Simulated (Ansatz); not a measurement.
The first iterations of a band of a periodic cell of 17 atoms, Nb16Pd (surface Nb(100), adsorbate Pd).

All numbers below come from DFT LDA, scalar-relativistic, plane waves, PAW (Ansatz). Settings: cutoff 420 eV, k mesh 3x3x1, gaussian smearing 0.05 eV, no spin polarisation.

| Quantity | Value |
| --- | --- |
| movable images | 2 |
| climbing image | no |
| spring | 5.0 eV/Å² |
| optimiser | quadratic models (default) |
| start path | default |
| force threshold | 0.05 eV/Å |
| iteration limit | 50 |
| end points | relaxed |
| atoms held | 1 to 4 |

First end point:

```xyz
17
Lattice="6.6000 0.0000 0.0000 0.0000 6.6000 0.0000 0.0000 0.0000 16.9500" Properties=species:S:1:pos:R:3
Nb 1.650 1.650 1.000
Nb 4.950 1.650 1.000
Nb 1.650 4.950 1.000
Nb 4.950 4.950 1.000
Nb 0.007 0.012 2.376
Nb 3.288 0.012 2.375
Nb 0.007 3.293 2.376
Nb 3.288 3.293 2.376
Nb 1.644 1.655 4.047
Nb 4.947 1.653 4.069
Nb 1.647 4.953 4.069
Nb 4.942 4.957 3.958
Nb -0.023 -0.020 5.478
Nb 3.306 -0.007 5.482
Nb -0.032 3.332 5.474
Nb 3.318 3.321 5.478
Pd 4.938 4.961 6.829
```

Last end point:

Only the atoms that move by more than 0.05 Å are listed.
```
Nb10 4.942 1.657 3.958
Nb12 4.947 4.953 4.069
Nb13 -0.032 0.032 5.474
Nb15 -0.023 3.280 5.478
Pd17 4.938 8.261 6.829
```

| iteration | highest image above the first end (eV) | largest band force component (eV/Å) |
| --- | --- | --- |
| 1 | 2.332 | 6.138 |
| 2 | 1.160 | 1.143 |
| 3 | 1.035 | 0.379 |
| 4 | 1.003 | 0.111 |
| 5 | 0.994 | 0.083 |

Q: Does the band converge within its limit, and where does its top end?

A: The run converged. It ended after 15 iterations with the highest image 0.899 eV above the first end. No image climbed, so the highest image needn't sit at the top of the path. A band with more images between the same ends climbed to 1.35 eV, so this one has probably stepped over the top. Limits of this set-up: coarse k mesh, thin slab, slab without dipole correction, a typed lattice constant that wasn't relaxed here.

Time of the run: 2.7 min on 4 threads of AMD EPYC 9R45 (Zen 5), with other jobs on the host, peak memory 2.8 GiB.
